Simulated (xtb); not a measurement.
CdI2, SMILES [I][Cd][I]. All values are semi-empirical tight-binding results from xtb (GFN2-xTB unless named), good for trends rather than for accurate numbers. The structure is a stationary point at GFN2-xTB. The isomer is the one that the SMILES or the coordinates give; other isomers of the formula were not compared.

For metal compounds this method's bond lengths and energies can be far off.

**Question.** Estimate the properties. (An estimate is asked for; the answer gives what the named calculation found.)

**Answer.** 
| Item | Result |
|---|---|
| point group as xtb finds it | C2v |
| orbital gap | 4.03 eV |
| zero-point energy | 0.6 kcal/mol |
| G − E(el) at 298.15 K (modified RRHO) | -20.0 kcal/mol |
